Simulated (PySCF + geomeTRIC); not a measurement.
Species: [V(=O)(OCH3)3] (charge 0, multiplicity 1).

**Question.** Give a relaxed geometry from PySCF + geomeTRIC with BP86-D3(BJ)/def2-SVP.

**Answer.** This is not unique; one that fits is the end point of this relaxation, one of several conformers.
Cartesian coordinates (Å) in one orientation:
```xyz
17

V     -0.713    -0.573    -0.500
O      0.416     0.453    -0.080
O     -1.142    -0.266    -2.188
C     -0.694     0.660    -3.149
H      0.101     1.324    -2.740
H     -1.544     1.292    -3.492
H     -0.286     0.121    -4.034
O     -0.078    -2.212    -0.304
C      1.150    -2.732     0.145
H      1.866    -1.922     0.413
H      1.608    -3.364    -0.649
H      0.987    -3.371     1.042
O     -2.110    -0.320     0.556
C     -2.376     0.567     1.616
H     -3.256     1.202     1.368
H     -1.505     1.231     1.823
H     -2.614    -0.006     2.540
```
